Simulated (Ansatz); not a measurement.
C4H10GeO (`CC(C)(C)[O][GeH]`), relaxed with RKS PBE0-D4/def2-TZVP in the Gaussian-basis code of Ansatz from a PBE-D4/def2-SVP geometry. The force threshold is 0.005 eV/Å; the program also tests the step.

The species carries charge 0 and has multiplicity 1.

Start:

```xyz
16

C    -0.149   -1.177   -0.786
C     0.158    0.153   -0.084
C     0.509    1.241   -1.106
C    -1.018    0.592    0.800
O     1.346    0.004    0.734
Ge    1.706   -1.074    2.136
H    -1.028   -1.080   -1.454
H    -0.371   -1.967   -0.039
H     0.719   -1.498   -1.397
H     0.769    2.184   -0.586
H    -0.341    1.437   -1.790
H     1.384    0.929   -1.710
H    -0.773    1.538    1.323
H    -1.931    0.757    0.193
H    -1.245   -0.186    1.557
H     0.263   -1.854    2.210
```

```
step  energy (eV)  largest force (eV/Å)  largest move (Å)
   1  -62864.4961                 0.561             0.000
   2  -62864.5575                 0.265             0.029
   3  -62864.5641                 0.038             0.021
   4  -62864.5644                 0.026             0.016
   5  -62864.5645                 0.012             0.004
   6  -62864.5645                 0.022             0.007
   7  -62864.5645                 0.002             0.003
```

End:

```xyz
16

C    -0.147   -1.166   -0.778
C     0.161    0.149   -0.078
C     0.504    1.227   -1.093
C    -1.008    0.586    0.792
O     1.334   -0.001    0.733
Ge    1.692   -1.060    2.110
H    -1.010   -1.059   -1.439
H    -0.374   -1.946   -0.047
H     0.708   -1.482   -1.379
H     0.755    2.159   -0.583
H    -0.340    1.412   -1.763
H     1.363    0.921   -1.692
H    -0.765    1.517    1.309
H    -1.900    0.753    0.184
H    -1.242   -0.181    1.534
H     0.268   -1.829    2.190
```

Hardware: 4 threads of an Intel Xeon 6975P-C on a shared host. Wall time 45 s, peak host memory 0.98 GiB.
